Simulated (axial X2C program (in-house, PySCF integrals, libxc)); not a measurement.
Which molecule has these constants?

Calculated with an in-house relativistic program for diatomic molecules, spin-free (one-electron X2C) or two-component (2c: spin–orbit coupling with atomic mean-field Coulomb and Gaunt terms, which also bring small scalar terms), in Dyall basis sets with cores contracted in-house; open shells are unrestricted.

A two-component PBE0 calculation in a Dyall 3-zeta basis gave Re = 2.330 Å, ωe = 376.8 cm⁻¹, dipole magnitude 3.25 D, Ω = 3/2.

Question: Which molecule is it?
A. LiFe
B. FeH
C. NaFe

Answer: A. The others have NaFe 2.803 Å and 167.6 cm⁻¹ (Ω = 7/2); FeH 1.543 Å and 1748.2 cm⁻¹ (Ω = 5/2).

Each entry is the lowest single determinant of a limited PBE0 search at one distance. De goes to single-determinant-based atoms at the same level (for ions the charge split of lowest energy) and is withheld (n/a) where an atom does not fit its ground term or J level. Main or longest-lived isotopes. One determinant is a doubtful description, or other states lie close, for LiFe, NaFe, FeH; these need not be ground states, and all values refer to the states named. With several unpaired electrons the Ω given is that of one determinant, not necessarily of the lowest component. The functionals have no current term, which raises determinants with orbital currents. Where the atoms have a lower orbital projection than the molecule, De at mean-field level may be about a tenth of an eV too small.
